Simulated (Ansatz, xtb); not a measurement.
**C6H9BO: which of two isomers lies lower**

Structure I: `CB(C)c1ccco1`, a singlet. Structure II: `CB1C=C(C)C(=O)C1`, a singlet. Both are isolated molecules in the gas phase, relaxed with PBE-D3(BJ)/def2-SVP; the shapes shown needn't be the lowest conformers.

I (Å):

| atom | x (Å) | y (Å) | z (Å) |
| --- | --- | --- | --- |
| C | 0.8040 | -1.0357 | -1.7266 |
| C | 1.0538 | 1.1183 | -0.0534 |
| C | 2.8724 | -0.8753 | 0.0089 |
| C | 3.7993 | -0.4256 | 0.9496 |
| C | 4.8006 | -1.4265 | 1.0956 |
| C | 4.4308 | -2.4411 | 0.2320 |
| B | 1.5834 | -0.2729 | -0.5854 |
| O | 3.2945 | -2.1326 | -0.4187 |
| H | 1.0501 | -2.1119 | -1.8108 |
| H | -0.2962 | -0.9079 | -1.6554 |
| H | 1.0944 | -0.5636 | -2.6947 |
| H | 0.1380 | 0.9264 | 0.5520 |
| H | 0.7154 | 1.7704 | -0.8868 |
| H | 1.7544 | 1.6926 | 0.5842 |
| H | 3.7487 | 0.5360 | 1.4735 |
| H | 5.6810 | -1.4122 | 1.7475 |
| H | 4.8783 | -3.4130 | -0.0072 |

II (Å):

```xyz
17

C    -1.6425    1.8715    0.4168
C     0.3327    0.5615   -1.0805
C     1.3865   -0.2698   -0.8087
C     2.2961   -0.9944   -1.7390
C     1.5793   -0.4342    0.6841
C     0.6042    0.4864    1.4189
B    -0.3170    1.0531    0.2553
O     2.3789   -1.2139    1.1793
H    -2.4594    1.1245    0.5629
H    -1.6654    2.5163    1.3186
H    -1.9244    2.4664   -0.4752
H     0.0292    0.7883   -2.1173
H     1.9490   -0.9579   -2.7884
H     3.3172   -0.5579   -1.6875
H     2.4131   -2.0478   -1.4103
H     0.1037   -0.0396    2.2590
H     1.1809    1.3101    1.9001
```

Quicker runs give these differences E(II) − E(I): GFN2-xTB +44.8 kJ/mol; HF/STO-3G +22.4 kJ/mol (at GFN2-xTB geometries); r2SCAN-D4/def2-SVP −12.5 kJ/mol (at GFN2-xTB geometries).

Problem. Which of the two would you expect CCSD(T)/def2-SVP + ΔMP2/def2-TZVPP electronic energies to favour?

Solution. Structure II; the calculation gives E(II) − E(I) = −14.8 kJ/mol.

Level by level:

```tsv
level	geometry	E(II) − E(I) (kJ/mol)	departure from the last row (kJ/mol)	job, with rough time for the two
GFN2-xTB	GFN2-xTB	+44.8	+59.6	optimisation, 0.21 s
HF/STO-3G	GFN2-xTB	+22.4	+37.2	single point, 0.42 s
r2SCAN-D4/def2-SVP	GFN2-xTB	−12.5	+2.3	single point, 4.1 s
PBE-D3(BJ)/def2-SVP	PBE-D3(BJ)/def2-SVP	−6.6	+8.1	optimisation, 64 s
HF/def2-SVP	PBE-D3(BJ)/def2-SVP	−43.8	−29.1	part of the CCSD(T) run
MP2/def2-SVP	PBE-D3(BJ)/def2-SVP	−14.1	+0.6	part of the CCSD(T) run
CCSD(T)/def2-SVP	PBE-D3(BJ)/def2-SVP	−24.7	−10.0	single point
CCSD(T)/def2-SVP + ΔMP2/def2-TZVPP	PBE-D3(BJ)/def2-SVP	−14.8		single point, 2 min
```

As drawn, II has 1 C=C, 3 C–C, 1 C=O in place of 3 C∷C, 2 C∷O (∷ is an aromatic bond). Structure I has a 5-membered ring (with an aromatic ring), II a 5-membered ring.

GFN2-xTB, HF/STO-3G put the two in the other order. The largest departure from CCSD(T)/def2-SVP + ΔMP2/def2-TZVPP is that of GFN2-xTB, 59.6 kJ/mol. The last row adds to CCSD(T) the change of the MP2 difference between the two basis sets, here +10.0 kJ/mol.

With thermal terms from frequencies at re-optimised GFN2-xTB minima (ideal gas, soft modes damped towards free rotors, one conformer each, 298.15 K, 1 atm): the zero-point term adds −2.1 kJ/mol; ΔH is −16.2 and ΔG −17.3 kJ/mol.

The correlated steps freeze 8 core orbitals. Codes used: Ansatz 0.2.0, xtb 6.7.1; the last row on 4 threads of Arm Neoverse V1 on a shared host.
